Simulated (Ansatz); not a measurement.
Geometry optimisation, RKS r2SCAN/def2-SVP (Ansatz).

input.yaml

```yaml
crystal:
  periodic: [false, false, false]
  atoms:
    - { symbol: S, position_ang: [0.0151, 1.6479, -1.8119] }
    - { symbol: Ga, position_ang: [1.7069, 0.8464, -0.029] }
    - { symbol: C, position_ang: [0.028, -0.9698, 0.1434] }
    - { symbol: C, position_ang: [-0.5103, -0.5069, 1.2525] }
    - { symbol: "N", position_ang: [-1.2475, -1.2882, 0.2711] }
    - { symbol: H, position_ang: [-1.1606, 1.8472, -0.9936] }
    - { symbol: H, position_ang: [0.71844, 2.27536, -0.19494] }
    - { symbol: H, position_ang: [0.7207, -1.8276, 0.4365] }
    - { symbol: H, position_ang: [-0.5829, 0.0405, 2.238] }
basis:
  gaussian: { orbitals: def2-SVP }
hamiltonian:
  xc: r2scan
relax:
  f_tol: 0.015
  max_steps: 40
```

Command:

```bash
$ ansatz run input.yaml --threads 2 --pin off --max-ram 3072MiB --backend cpu --events-out ev --progress --plain --runs-dir out
```

Q: Where does it end, and by what steps?

A: The forces met the threshold. After 23 steps the energy has fallen by 5.033 eV; N5 moved furthest, 0.97 Å. The start is strongly strained (largest force component 11 eV/Å), so its close contacts needn't be bonds. Parted: Ga2–H7. Joined: S1–H7, Ga2–C3.

```
step  energy less start (eV)  largest force component (eV/Å)  accepted
   0                  0.0000                          10.882       yes
   1                 -2.2165                           5.319       yes
   2                 -3.7137                           1.391       yes
   3                 -4.1120                           1.352       yes
   4                 -4.4557                           0.749       yes
   5                 -4.6366                           1.874       yes
   6                 -4.7339                           0.952       yes
   7                 -4.8193                           0.514       yes
   8                 -4.8246                           1.373       yes
   9                 -4.9389                           0.809       yes
  10                 -4.9644                           0.934       yes
  11                 -4.9810                           0.854       yes
  12                 -5.0221                           0.192       yes
  13                 -5.0282                           0.146       yes
  14                 -5.0292                           0.131       yes
  15                 -5.0309                           0.043       yes
  16                 -5.0301                           0.131        no
  17                 -5.0314                           0.033       yes
  18                 -5.0323                           0.076       yes
  19                 -5.0325                           0.065       yes
  20                 -5.0327                           0.046       yes
  21                 -5.0328                           0.058       yes
  22                 -5.0328                           0.037       yes
  23                 -5.0328                           0.005       yes
```

```xyz
9
Properties=species:S:1:pos:R:3
S 0.157 1.789 -1.532
Ga 2.080 0.297 -0.198
C 0.396 -0.841 0.399
C -0.632 -0.440 1.329
N -1.131 -0.329 0.177
H -0.803 0.997 -0.881
H 0.084 2.778 -0.614
H 0.485 -1.938 0.269
H -0.947 -0.247 2.363
```

Whether the end is a true minimum wasn't checked by a vibrational analysis.

Run time: 100 s on 2 threads of Arm Neoverse V2 (shared host), peak memory 0.19 GiB.
